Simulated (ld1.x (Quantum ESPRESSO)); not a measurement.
# Logarithmic derivatives: Zr (Z = 40), PAW

```
Element                 : zirconium (Zr)
Generator               : ld1.x (Quantum ESPRESSO) 7.5
Type                    : PAW
Functional              : PBEsol
Relativity              : fully relativistic
Frozen core             : [Ar] 3d10
Valence charge          : 12
Reference configuration : 4s2 4p6 4d2.5 5s1.5 5p0
Partial waves           : 4s (bound): rcut 1.90, rcutus 2.15 bohr; 5s (bound): rcut 1.90, rcutus 2.15 bohr; 4p (bound): rcut 1.80, rcutus 2.10 bohr; 5p (bound, empty): rcut 1.80, rcutus 2.10 bohr; 4d (bound): rcut 2.15, rcutus 2.65 bohr; 4d channel at 0.45 Ry: rcut 2.15, rcutus 2.65 bohr
Local potential         : all-electron potential smoothed inside 2.00 bohr (lloc = -1)
Core correction         : Bessel-smoothed model core, default radius (core density twice the valence density)
Augmentation charge     : BESSEL, radius 1.90 bohr
```

Open shells are filled in proportion to 2j + 1 (rel_dist='average').

The phase is arctan(r·u′/u) with u = r·R(r), unwrapped; energies in Ry, scanned from -6 to 5 Ry. A pole is an energy at which the radial function vanishes at the test radius. The pseudo phase is shifted by a multiple of π to meet the all-electron one at the reference energy, and phase errors are pseudo minus all-electron; the curves can meet again beyond the range given. Levels narrower than the energy grid can be missing from the lists of poles.

```
channel  radius (bohr)  reference energy (Ry)  poles, all-electron       poles, pseudo  unbroken range about the reference energy with phases within 0.05 rad  phase error 1 Ry above the reference energy (rad)
      s           2.91                  -0.30          -3.89, 2.09         -3.89, 2.10                                                              below 4.8                                             +0.001
   p1/2           2.91                  -0.10          -2.32, 3.07  -2.32, -0.83, 2.54                                                            -0.8 to 0.5                                             -0.081
   p3/2           2.91                  -0.09          -2.18, 3.19         -2.19, 3.01                                                            -2.3 to 4.6                                             -0.022
   d3/2           2.91                  -0.22                 0.27   -0.03, 0.25, 0.94                                                           -0.3 to -0.1                                             -3.547
   d5/2           2.91                  -0.21                 0.29          0.29, 4.66                                                              below 2.3                                             -0.000
```

The ghost test of this file was not conclusive.

Phases in the p3/2 channel:

| E (Ry) | all-electron | pseudo |
| --- | --- | --- |
| -6.00 | 1.421 | 1.421 |
| -5.48 | 1.413 | 1.413 |
| -4.96 | 1.403 | 1.403 |
| -4.44 | 1.391 | 1.391 |
| -3.92 | 1.374 | 1.375 |
| -3.40 | 1.349 | 1.351 |
| -2.88 | 1.300 | 1.303 |
| -2.36 | 0.339 | 0.405 |
| -1.84 | -1.748 | -1.751 |
| -1.32 | -1.829 | -1.830 |
| -0.80 | -1.910 | -1.911 |
| -0.28 | -2.050 | -2.050 |
| 0.24 | -2.402 | -2.403 |
| 0.76 | -3.464 | -3.485 |
| 1.28 | -4.255 | -4.273 |
| 1.80 | -4.502 | -4.516 |
| 2.32 | -4.612 | -4.627 |
| 2.84 | -4.678 | -4.695 |
| 3.36 | -4.727 | -4.747 |
| 3.88 | -4.768 | -4.795 |
| 4.40 | -4.811 | -4.851 |
| 4.92 | -4.863 | -4.930 |
